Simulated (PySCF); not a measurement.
C5H8NO (charge -1).
Z-matrix (Å and degrees, GFN2-xTB geometry), rows numbered from 1:
```
C 
N   1  1.4472
C   2  1.2752  1  119.47
C   3  1.4879  2  132.65  1     0.19
O   4  1.2926  3  123.22  2     0.08
C   4  1.5678  3  108.52  2  -149.71
C   6  1.4977  4   61.47  3  -100.51
H   1  1.0951  2  108.18  3   121.07
H   1  1.0952  2  108.16  3  -122.43
H   1  1.0930  2  111.91  3    -0.61
H   3  1.0939  2  112.92  1  -179.97
H   6  1.0813  4  115.65  7  -108.53
H   6  1.0842  4  120.40  7   107.84
H   7  1.0812  4  115.47  6   108.54
H   7  1.0845  4  120.60  6  -107.85
```

The closed-shell SCF was solved with PySCF and density fitting under several settings on one GFN2-xTB geometry (grid level 2 and gas phase unless stated).

```csv
settings,basis functions,SCF cycles,E (Eh),HOMO (eV),LUMO (eV)
PBE0/pcSseg-1,159,16,-324.8513,0.20,4.98
"X3LYP/6-31++G**, start guess sap, energy threshold 1e-06 Eh",174,14,-325.1423,-0.03,2.82
"PBE0/cc-pVDZ, level shift 0.1 Eh",138,12,-324.8989,0.54,5.30
```

Estimate the row for these settings: PBE0/def2-SVP, energy threshold 1e-06 Eh, damping 0.1 at the start, DIIS from the seventh cycle.

| settings | basis functions | SCF cycles | E (Eh) | HOMO (eV) | LUMO (eV) |
| --- | --- | --- | --- | --- | --- |
| PBE0/def2-SVP, energy threshold 1e-06 Eh, damping 0.1 at the start, DIIS from the seventh cycle | 138 | 19 | -324.6432 | 0.46 | 5.22 |

Over all rows, what range does the HOMO–LUMO gap span?

From 2.85 eV (X3LYP/6-31++G**, start guess sap, energy threshold 1e-06 Eh) to 4.78 eV (PBE0/pcSseg-1). The functional of the narrowest has 22 % exact exchange, that of the widest 25 % exact exchange.

Compare two rows with the functional PBE0: PBE0/def2-SVP, energy threshold 1e-06 Eh, damping 0.1 at the start, DIIS from the seventh cycle and PBE0/pcSseg-1. Which energy is lower, and by how much?

PBE0/pcSseg-1 (159 functions) lies 0.2081 Eh or 131 kcal/mol below PBE0/def2-SVP, energy threshold 1e-06 Eh, damping 0.1 at the start, DIIS from the seventh cycle (138 functions).

Cycle counts include a coarse-grid stage where the run had one. All basis functions are spherical, in the Pople sets too. The HOMO energy is positive at PBE0/cc-pVDZ, PBE0/def2-SVP and PBE0/pcSseg-1; such an orbital is held in place by the finite basis.

One conformer stands for the species.
